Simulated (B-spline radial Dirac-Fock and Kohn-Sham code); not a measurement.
Model: the Dirac equation of a negative muon with reduced mass in the field of a spherical finite nucleus, with the Uehling potential to all orders; nuclear polarisation, deformation, hyperfine structure, self-energy, higher-order vacuum polarisation, relativistic recoil and electron screening are left out. Program: an atomic code on a B-spline grid. The nuclear charge is a Fermi distribution (skin thickness 2.3 fm).

**Question.** A muonic atom of atomic mass 34.97 u emits these computed lines: 2p3/2 → 1s1/2 578.5 keV, 3d5/2 → 2p3/2 113.2 keV, 4f7/2 → 3d5/2 39.50 keV, 5g9/2 → 4f7/2 18.26 keV. Which element is it, and what rms charge radius was used?

**Answer.** Chlorine (Z = 17, nuclide ³⁵Cl); the high transitions hardly feel the nucleus and fix Z. The 2p → 1s line lies 32.21 keV below the value for a point nucleus without QED, which for this nuclear model gives a radius near 3.37 fm (3.3654 fm was used).
